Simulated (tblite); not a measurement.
Isomers of C7H12BN. All values are computed: GFN2-xTB (tblite) harmonic vibrations without scaling, gas phase. Against measured fundamentals such values can be off by several per cent, at times by over 20. Modes of hydrogen on boron can be 10 to 20 % off. One conformer each.

Electronic energies: GFN2-xTB at the same geometries; isomer energies are rough at this level and their order can be wrong.

```json
{"SMILES": "CC[BH2-][n+]1ccccc1", "electronic energy, lowest = 0 (kJ/mol)": "84.4"}
{"SMILES": "CC#C[B@@H-](CC)[N+]#CC", "electronic energy, lowest = 0 (kJ/mol)": "317.3"}
{"SMILES": "CC(C)N1BC=CC=C1", "electronic energy, lowest = 0 (kJ/mol)": "0.0"}
{"SMILES": "CB(C)C(C#N)=C(C)C", "electronic energy, lowest = 0 (kJ/mol)": "237.9"}
{"SMILES": "C#CB(N)C1CCCC1", "electronic energy, lowest = 0 (kJ/mol)": "166.7"}
{"SMILES": "N#CCB1CCCCC1", "electronic energy, lowest = 0 (kJ/mol)": "169.1"}
```

Question: How do GFN2-xTB zero-point energies change the relative energies?

Answer: 
```tsv
SMILES	ZPE (kJ/mol)	of it from modes above 1550 cm⁻¹	electronic (kJ/mol)	with ZPE, lowest = 0 (kJ/mol)	lowest mode (cm⁻¹)	rings
CC(C)N1BC=CC=C1	466.8	225.2	0.0	0.0	54	1
CC[BH2-][n+]1ccccc1	459.8	229.9	84.4	77.4	46	1
C#CB(N)C1CCCC1	468.8	235.6	166.7	168.7	23	1
N#CCB1CCCCC1	467.0	226.9	169.1	169.3	16i	1
CB(C)C(C#N)=C(C)C	451.3	240.6	237.9	222.4	21	0
CC#C[B@@H-](CC)[N+]#CC	447.3	239.8	317.3	297.8	19i	0
```

The zero-point energies span 21.5 kJ/mol, from `CC#C[B@@H-](CC)[N+]#CC` to `C#CB(N)C1CCCC1`. Slightly imaginary modes are left out of the zero-point energy: `N#CCB1CCCCC1` 16.3i cm⁻¹ and `CC#C[B@@H-](CC)[N+]#CC` 18.9i cm⁻¹. The order is unchanged.
